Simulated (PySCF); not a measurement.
# UHF on Cu+ (copper, charge +1)

Configuration: [Ar] 3d9 4p1, one real determinant (an excited configuration). Computed with PySCF 2.14 in aug-cc-pVTZ-PP with one added diffuse shell each of s, p, d, f, g type with ECP10MDF (7s7p6d4f3g, 113 functions), with scalar relativity through the core potential.

* Total energy: -195.718514 hartree
* One-electron energy: -344.8041 hartree
* Hartree (Coulomb) energy: 166.7304 hartree
* Exchange energy: -17.6448 hartree
* ⟨S²⟩: 2.0013
* ⟨L²⟩: 8.018
* Sum of ⟨r⟩: 17.42 bohr
* Sum of ⟨r²⟩: 27.07 bohr²
* Traceless quadrupole moment −½Σ⟨3z² − r²⟩ along its main axis: -4.68 e·bohr²

```csv
shell,electrons,mean orbital energy (hartree),spread (hartree),"rms radius, mean of both spins (bohr)"
3s α,1,-5.92076,0,0.765
3s β,1,-5.80030,0,0.765
3p α,3,-4.12555,0.09286,0.810
3p β,3,-3.98280,0.08415,0.810
3d α,5,-1.15715,0.09818,1.04
3d β,4,-1.09630,0.05421,1.04
4p α,1,-0.41583,0,3.51
```

⟨L²⟩ = 8.02 against 12 for a pure F term, so this real determinant mixes terms. Energies and moments cover only the electrons outside the core potential.
